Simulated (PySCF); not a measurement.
SCF from a fresh guess for sextet FeSCl, at the PBE0 minimum. PySCF input:

```python
from pyscf import gto, scf, dft
mol = gto.M(atom='''
Fe    -0.084203    -0.000000    -0.002067
S     -2.127931    -0.000000    -0.052240
Cl     2.080259     0.000000     0.051070''',
    basis={'Fe': 'def2-SVP', 'S': 'def2-SVP', 'Cl': 'def2-SVP'},
    charge=0, spin=5)
mf = dft.UKS(mol, xc='PBE0')
mf.grids.atom_grid = (50, 194)
aux = {'Fe': 'def2-universal-JKFIT', 'S': 'def2-universal-JKFIT', 'Cl': 'def2-universal-JKFIT'}
mf = mf.density_fit(auxbasis=aux)
mf.conv_tol = 1e-08
mf.diis_space = 10
mf.max_cycle = 60
mf.init_guess = 'minao'
mf.verbose = 4
mf.kernel()
```

Excerpt of the output (cycles alone):

```
init E= -2120.12921630668
cycle= 1 E= -2111.86322996705  delta_E= 8.27  |g|= 2.89  |ddm|= 9.44
cycle= 2 E= -2095.54795560093  delta_E= 16.3  |g|= 4.76  |ddm|= 9.83
cycle= 3 E= -2113.02374064053  delta_E= -17.5  |g|= 3.73  |ddm|= 6.96
cycle= 4 E= -2114.17813101208  delta_E= -1.15  |g|= 3.57  |ddm|= 0.632
cycle= 5 E= -2113.25536967972  delta_E= 0.923  |g|= 3.71  |ddm|= 0.48
cycle= 6 E= -2113.15820210698  delta_E= 0.0972  |g|= 3.72  |ddm|= 0.0619
cycle= 7 E= -2112.87418303372  delta_E= 0.284  |g|= 3.76  |ddm|= 0.32
cycle= 8 E= -2112.86950548582  delta_E= 0.00468  |g|= 3.76  |ddm|= 0.174
cycle= 9 E= -2113.03632019418  delta_E= -0.167  |g|= 3.73  |ddm|= 0.317
cycle= 10 E= -2113.15389746833  delta_E= -0.118  |g|= 3.72  |ddm|= 0.167
cycle= 11 E= -2113.11921892205  delta_E= 0.0347  |g|= 3.72  |ddm|= 0.0212
cycle= 12 E= -2098.61379863611  delta_E= 14.5  |g|= 4.58  |ddm|= 14.3
cycle= 13 E= -2114.81185793686  delta_E= -16.2  |g|= 3.45  |ddm|= 14.4
... 15 lines left out ...
cycle= 29 E= -2121.20266733251  delta_E= -0.00014  |g|= 0.00195  |ddm|= 0.024
cycle= 30 E= -2121.20267143538  delta_E= -4.1e-06  |g|= 0.000813  |ddm|= 0.00584
cycle= 31 E= -2121.20267197295  delta_E= -5.38e-07  |g|= 0.000223  |ddm|= 0.00134
cycle= 32 E= -2121.20267209389  delta_E= -1.21e-07  |g|= 0.000148  |ddm|= 0.00074
cycle= 33 E= -2121.20267217351  delta_E= -7.96e-08  |g|= 6.52e-05  |ddm|= 0.000663
cycle= 34 E= -2121.20267222832  delta_E= -5.48e-08  |g|= 7.58e-05  |ddm|= 0.000836
cycle= 35 E= -2121.2026722435  delta_E= -1.52e-08  |g|= 1.39e-05  |ddm|= 0.000511
cycle= 36 E= -2121.20267224468  delta_E= -1.18e-09  |g|= 5.05e-06  |ddm|= 0.00014
Extra cycle  E= -2121.20267224485  delta_E= -1.76e-10  |g|= 5.07e-06  |ddm|= 2.46e-05
converged SCF energy = -2121.20267224485  <S^2> = 8.7704247  2S+1 = 6.0068044
```

No lower solution of this spin was found from smeared starts or by a stability analysis within the unrestricted form.

With open d or f shells other occupations or spin states may lie lower.

The search for the lowest solution, 3 starts and the stability check together, took 24 s on 2 threads of a shared Arm Neoverse N1 host, with 67 basis functions; the process peaked at 0.33 GiB. Launch command: `OMP_NUM_THREADS=2 python axn.py task.json out`.
